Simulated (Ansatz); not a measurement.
Ideal-gas functions of `IB1C[SiH2]1` at 800 K and 1 bar, from an Ansatz frequency run at PBE0-D4/def2-TZVP.

Molar mass 181.84 g/mol, point group C1 (symmetry number 1), electronic degeneracy 1, moments of inertia 42.547, 446.95, 479.983 u Å². Harmonic wavenumbers (cm⁻¹, unscaled): 116, 218, 342, 389, 484, 546, 607, 693, 721, 864, 913, 941, 1179, 1386, 2235, 2263, 3088, 3171.

Use S(trans) = R[1.5 ln M + 2.5 ln T − 1.1517]; rotational temperatures θ = 24.2544 K / I; S(rot) = R[ln(√π/σ · √(T³/θAθBθC)) + 1.5]; for each mode x = 1.438777 ν̃/T, S = R[x/(eˣ − 1) − ln(1 − e⁻ˣ)] and H = RT x/(eˣ − 1); 1 cm⁻¹ = 0.0119627 kJ/mol; R = 8.31446 J/(mol·K).

Task: By hand: the entropy, in J/(mol·K).

Result: Translation 194.3. Rotation: θ = 0.5701, 0.0543, 0.0505 K, giving 127.5. Vibration, mode by mode: 21.36, 16.15, 12.49, 11.45, 9.73, 8.79, 7.99, 7.00, 6.71, 5.44, 5.07, 4.87, 3.47, 2.59, 0.76, 0.73, 0.21, 0.19, in all 125.0. Electronic 0.0. Sum 446.8 J/(mol·K).

Task: By hand: H − E and G − E in kJ/mol, counted from the electronic energy.

Result: Zero-point energy ½ × 20156 × 0.0119627 = 120.6; thermal vibration 51.7; translation, rotation and pV give 4 RT = 26.6. H − E = 198.9 kJ/mol, and G − E = 198.9 − 800 × 446.8/1000 = -158.5 kJ/mol.

Vibration gives 28 % of the entropy, 21.4 J/(mol·K) of it from the mode under 150 cm⁻¹: soft modes count most, and the harmonic formula is weakest for them. The sum counts one conformer and one mirror image; others add a mixing term.
